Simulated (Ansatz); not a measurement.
A nudged elastic band was laid between two geometries of BH3O2 + H2O (9 atoms, charge 0, multiplicity 1).

Theory: RKS PBE/6-31G* (Ansatz 0.2.0).

```json
{"movable images": "5", "climbing image": "yes", "spring": "5.0 eV/Å²", "optimiser": "quadratic models (default)", "start path": "through a guess of the saddle point", "force threshold": "0.05 eV/Å", "iteration limit": "60", "end points": "relaxed"}
```

Initial state:

```xyz
9
Properties=species:S:1:pos:R:3
B -0.138 -0.532 -0.186
H -0.239 -1.318 0.731
O 1.096 -0.055 -0.594
H 1.803 -0.479 -0.073
O -1.207 -0.107 -0.924
H -2.040 -0.426 -0.532
O -0.010 1.888 1.359
H 0.459 1.734 0.512
H 0.659 1.626 2.023
```

Final state:

```xyz
9
Properties=species:S:1:pos:R:3
B -0.093 0.379 -0.454
H 0.171 0.189 3.603
O 1.134 -0.040 -0.960
H 1.063 -0.716 -1.658
O -1.335 -0.076 -0.851
H -1.289 -0.757 -1.546
O -0.089 1.338 0.536
H 0.833 1.589 0.734
H -0.012 0.426 2.912
```

Question: What changes between the two ends?

Answer: Bonds broken: B1–H2, O7–H9. Bonds formed: B1–O7, H2–H9. BH3O2 + H2O becomes BH3O3 + H2.

Question: What energy profile does the band end with?

Answer: It converged. The highest image is number 1 of 0 to 6, 26.9 kJ/mol above the first end and 117.6 kJ/mol above the last; the last end lies 90.7 kJ/mol below the first. The profile has 2 maxima (images 1, 3) with wells between them (image 2): this band takes more than one step, which may be the mechanism or a detour left from its start path. A vibrational analysis at the climbing image gives 2 clearly imaginary modes (384i, 78i cm⁻¹): a point of higher order, so a lower path passes nearby. The orbitals stay closed-shell, which can raise the energy where a bond breaks towards radicals; this wasn't checked here.

| image | path coordinate (Å) | energy (kJ/mol) | B1–H2 (Å) | O7–H9 (Å) | B1–O7 (Å) |
| --- | --- | --- | --- | --- | --- |
| 0 | 0.00 | 0.0 | 1.21 | 0.98 | 2.87 |
| 1 | 1.22 | 26.9 | 1.22 | 0.98 | 2.05 |
| 2 | 2.94 | -9.7 | 1.20 | 0.98 | 3.00 |
| 3 | 4.67 | -1.9 | 1.21 | 0.98 | 2.73 |
| 4 | 6.39 | -33.4 | 2.11 | 1.88 | 1.43 |
| 5 | 8.12 | -87.0 | 3.13 | 2.48 | 1.38 |
| 6 | 9.85 | -90.7 | 4.07 | 2.55 | 1.38 |

Question: What is the geometry of the highest image?

Answer: 
```xyz
9
Properties=species:S:1:pos:R:3
B -0.062 -0.257 0.094
H -0.320 -1.013 1.019
O 1.286 0.052 -0.231
H 1.731 -0.709 -0.645
O -1.000 -0.046 -0.907
H -1.876 -0.346 -0.598
O -0.193 1.472 1.190
H 0.350 1.948 0.522
H 0.467 1.232 1.874
```

The band took 53 iterations and roughly 7 core-minutes.

The run took 6.8 min on 1 thread of Arm Neoverse V2, with other jobs on the host, peak memory 0.12 GiB.
